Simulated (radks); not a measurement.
The numbers below are computed, except where a source is named.
Ge23+, configuration [He] 2s2 2p5 (the NIST ground configuration).

Code: a radial shooting solver on a logarithmic mesh with Libxc functionals. Model: scalar-relativistic Kohn-Sham, SCAN, spin-polarised, spherical densities, finite nucleus; open shells are filled with parallel spins first; meta-GGA in the generalised Kohn-Sham scheme; Fermi nuclear charge, rms radius 4.0742 fm.

Energy parts (hartree):
| part | energy |
|---|---|
| total | -1723.97362 |
| kinetic | 1761.01535 |
| electron-nucleus | -3692.99372 |
| Hartree | 255.45147 |
| exchange-correlation | -47.44672 |

Orbitals (lengths in bohr, moments of r in powers of bohr; <r^-3> diverges for s and p1/2):
orbital  occ.  eigenvalue (hartree)     <r^2>  <r^-3>  <1/r>
1s up       1             -446.1878  0.002966       -  32.40
1s down     1             -445.9092  0.002962       -  32.42
2s up       1             -89.20377   0.04850       -  7.355
2s down     1             -88.79965   0.04869       -  7.334
2p up       3             -83.42348   0.03789    1067  7.186
2p down     2             -82.90778   0.03812    1063  7.170

The highest occupied level is 2p down at -2256.0 eV. The spin density at the nucleus is -2.84 e/bohr^3 (1s -12.90, 2s 10.06). Summed over all electrons, <r^2> = 0.2930 bohr^2, which gives a Langevin (diamagnetic) susceptibility term of -0.232 x 10^-6 cm^3/mol. Spin moment in Bohr magnetons: 1.

Empty levels of this run are not shown, since the potential may be unsettled where no density lies.
